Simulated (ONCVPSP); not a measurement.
Scattering properties, ONCV potential for lithium

```
Element                 : lithium (Li)
Generator               : ONCVPSP 4.0.1
Type                    : optimised norm-conserving Vanderbilt (ONCV)
Functional              : PBE
Relativity              : scalar-relativistic
Frozen core             : [He]
Valence charge          : 1
Reference configuration : 2s1
Partial waves           : 2s: rc 2.50 bohr, ncon 4, nbas 9, qcut 3.1 1/bohr, 3 projectors, debl 2.7 Ha; p scattering state at 0.03 Ha: rc 2.60 bohr, ncon 5, nbas 9, qcut 3.6 1/bohr, 1 projector; d scattering state at 0.24 Ha: rc 2.45 bohr, ncon 5, nbas 9, qcut 4 1/bohr, 2 projectors, debl 4 Ha
Local potential         : polynomial inside 2.10 bohr (lpopt 5, dvloc0 2 Ha)
Core correction         : Teter function, fcfact 4, rcfact 1.2
```

In the p channel the program set the typed energies aside and used 0.050 Ha.

The phase is arctan(r·R′/R) of the radial function R(r), unwrapped; energies in Ha, scanned from -2 to 5 Ha. A pole is an energy at which the radial function vanishes at the test radius. The pseudo phase is shifted by a multiple of π to meet the all-electron one at the reference energy, and phase errors are pseudo minus all-electron; the curves can meet again beyond the range given. Levels narrower than the energy grid can be missing from the lists of poles. n/a: not evaluated, since a narrow level or a reset projector energy made the automatic matching unsafe.

| channel | radius (bohr) | reference energy (Ha) | poles, all-electron | poles, pseudo | unbroken range about the reference energy with phases within 0.05 rad | phase error 1 Ha above the reference energy (rad) |
| --- | --- | --- | --- | --- | --- | --- |
| s | 2.53 | -0.11 | 0.92, 4.34 | 0.92, 4.34 | n/a | n/a |
| p | 2.64 | 0.05 | 0.66, 3.10 | 0.69, 4.07 | below 1.0 | +0.067 |
| d | 2.49 | 0.24 | 2.04 | 2.05 | the whole range | +0.001 |

Phases in the p channel:

| E (Ha) | all-electron | pseudo |
| --- | --- | --- |
| -1.98 | 1.330 | 1.330 |
| -1.62 | 1.296 | 1.297 |
| -1.26 | 1.245 | 1.246 |
| -0.90 | 1.156 | 1.158 |
| -0.54 | 0.957 | 0.960 |
| -0.18 | 0.229 | 0.233 |
| 0.18 | -1.094 | -1.093 |
| 0.54 | -1.495 | -1.485 |
| 0.90 | -1.708 | -1.672 |
| 1.26 | -2.071 | -1.884 |
| 1.62 | -3.706 | -2.502 |
| 1.98 | -4.403 | -3.969 |
| 2.34 | -4.568 | -4.394 |
| 2.70 | -4.649 | -4.533 |
| 3.06 | -4.706 | -4.605 |
| 3.42 | -4.758 | -4.652 |
| 3.78 | -4.822 | -4.687 |
| 4.14 | -4.929 | -4.718 |
| 4.50 | -5.260 | -4.747 |
| 4.86 | -6.966 | -4.779 |
